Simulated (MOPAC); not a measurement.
MOPAC input (PM6):

```
PM6 PRECISE GNORM=0.05 LET XYZ CHARGE=1 GEO-OK AUX(PRECISION=9) THREADS=1
CH2F

C    -0.59117901 1    0.04682750 1    0.01488081 1
F     0.63603258 1   -0.05038036 1   -0.01600984 1
H    -1.16567067 1   -0.88634511 1    0.02648339 1
H    -1.01154853 1    1.05880341 1    0.02832029 1
```

Output:

```
 *******************************************************************************
 **                                                                           **
 **                              MOPAC v23.2.5                                **
 **                                                                           **
 *******************************************************************************
 ** MOPAC's Digital Object Identifier: https://doi.org/10.5281/zenodo.6511958 **
 **                                                                           **
 ** Please cite the open-source release paper for use of this MOPAC version:  **
 ** J. E. Moussa and J. J. P. Stewart (2026)                                  **
 ** MOPAC: An open-source semiempirical molecular orbital program             **
 ** J. Open Source Softw., 11(119), 8025, https://doi.org/10.21105/joss.08025 **
 *******************************************************************************

                              PM6 CALCULATION RESULTS

 *******************************************************************************
 *  PM6        - The PM6 Hamiltonian to be used
 *  GEO-OK     - OVERRIDE INTERATOMIC DISTANCE AND OTHER SAFETY CHECKS
 *
 *
 *
 *                 CHARGE ON SYSTEM = +1
 *
 *
 *
 *  LET        - OVERRIDE SOME SAFETY CHECKS
 *  PRECISE    - TIGHTER CRITERIA TO BE USED
 *  XYZ        - CARTESIAN COORDINATE SYSTEM TO BE USED
 *  GNORM      - EXIT WHEN GRADIENT NORM DROPS BELOW 0.050
 *  AUX        - OUTPUT AUXILIARY INFORMATION
 *******************************************************************************
PM6 PRECISE GNORM=0.05 LET XYZ CHARGE=1 GEO-OK AUX(PRECISION=9) THREADS=1
 CH2F

   ATOM   CHEMICAL          X               Y               Z
  NUMBER   SYMBOL      (ANGSTROMS)     (ANGSTROMS)     (ANGSTROMS)

     1       C         -0.59117901  *   0.04682750  *   0.01488081  *
     2       F          0.63603258  *  -0.05038036  *  -0.01600984  *
     3       H         -1.16567067  *  -0.88634511  *   0.02648339  *
     4       H         -1.01154853  *   1.05880341  *   0.02832029  *

          CARTESIAN COORDINATES

    NO.       ATOM           X           Y           Z

     1         C         -0.5912      0.0468      0.0149
     2         F          0.6360     -0.0504     -0.0160
     3         H         -1.1657     -0.8863      0.0265
     4         H         -1.0115      1.0588      0.0283

 General Reference for PM6:
 "Optimization of Parameters for Semiempirical Methods V: Modification of NDDO Approximations
 and Application to 70 Elements", J. J. P. Stewart, J. Mol. Mod., 13, 1173-1213 (2007)
 URL: https://link.springer.com/article/10.1007/s00894-007-0233-4

           Empirical Formula: C H2 F  =     4 atoms

      MOLECULAR POINT GROUP   :   C2v

      RHF CALCULATION, NO. OF DOUBLY OCCUPIED LEVELS = 6

          Geometry optimization using EF

          DIAGONAL MATRIX USED AS START HESSIAN

 CYCLE:     1  GRAD.:    54.663 HEAT:  202.1728
 CYCLE:     2  GRAD.:   214.764 HEAT:  223.8780
 CYCLE:     3  GRAD.:    49.551 HEAT:  203.0020
 CYCLE:     4  GRAD.:   145.573 HEAT:  207.7481
 CYCLE:     5  GRAD.:    22.688 HEAT:  201.4510
 CYCLE:     6  GRAD.:     9.442 HEAT:  201.3815
 CYCLE:     7  GRAD.:     0.230 HEAT:  201.3472
 CYCLE:     8  GRAD.:     0.036 HEAT:  201.3472

     GRADIENT =  0.03565 IS LESS THAN CUTOFF =  0.05000

 -------------------------------------------------------------------------------
 PM6 PRECISE GNORM=0.05 LET XYZ CHARGE=1 GEO-OK AUX(PRECISION=9) THREADS=1
 CH2F

     GEOMETRY OPTIMISED USING EIGENVECTOR FOLLOWING (EF).
     SCF FIELD WAS ACHIEVED

                              PM6 CALCULATION
                                                       MOPAC v23.2.5 Linux

          FINAL HEAT OF FORMATION =        201.34718 KCAL/MOL =     842.43661 KJ/MOL

          COSMO AREA              =         61.11 SQUARE ANGSTROMS
          COSMO VOLUME            =         43.00 CUBIC ANGSTROMS

          GRADIENT NORM           =          0.03565          =       0.01783 PER ATOM
          IONIZATION POTENTIAL    =         21.885809 EV
          HOMO LUMO ENERGIES (EV) =        -21.886 -9.303
          NO. OF FILLED LEVELS    =          6
          MOLECULAR WEIGHT        =         33.0252         POINT GROUP:  C2v

          MOLECULAR DIMENSIONS (Angstroms)

            Atom       Atom       Distance
            H     4    F     2     2.02632
            H     3    F     2     1.73331
            C     1    F     2     0.00000

          SCF CALCULATIONS        =          9

   ATOM   CHEMICAL          X               Y               Z
  NUMBER   SYMBOL      (ANGSTROMS)     (ANGSTROMS)     (ANGSTROMS)

     1       C         -0.60223589  *   0.04770328  *   0.01515913  *
     2       F          0.65297013  *  -0.05172198  *  -0.01643618  *
     3       H         -1.18486744  *  -0.90404412  *   0.02691047  *
     4       H         -1.02771861  *   1.07930395  *   0.02878344  *

                             CARTESIAN COORDINATES

   1    C       -0.602235886     0.047703280     0.015159127
   2    F        0.652970131    -0.051721983    -0.016436182
   3    H       -1.184867440    -0.904044120     0.026910470
   4    H       -1.027718608     1.079303945     0.028783445

           Empirical Formula: C H2 F  =     4 atoms

      MOLECULAR POINT GROUP   :   C2v

                  EIGENVALUES
 -52.03161 -32.83522 -26.66341 -25.06883 -24.89344 -21.88581  -9.30258  -5.18861
  -3.79345  -2.99581

              NET ATOMIC CHARGES AND DIPOLE CONTRIBUTIONS

  ATOM NO.   TYPE          CHARGE      No. of ELECS.   s-Pop       p-Pop
    1          C           0.485101        3.5149     1.29346     2.22144
    2          F           0.067162        6.9328     1.96293     4.96991
    3          H           0.223868        0.7761     0.77613
    4          H           0.223868        0.7761     0.77613
 DIPOLE           X         Y         Z       TOTAL
 POINT-CHG.    -4.000     0.317     0.101     4.013
 HYBRID         0.337    -0.027    -0.008     0.338
 SUM           -3.663     0.290     0.092     3.675

          ATOMIC ORBITAL ELECTRON POPULATIONS

     Atom    s        px        py        pz
    1  C   1.29346   0.85180   1.14628   0.22336
    2  F   1.96293   1.21013   1.98310   1.77668
    3  H   0.77613
    4  H   0.77613

 **********************
 *                    *
 * JOB ENDED NORMALLY *
 *                    *
 **********************

 == MOPAC DONE ==
```

The dipole moment of an ion depends on the origin.
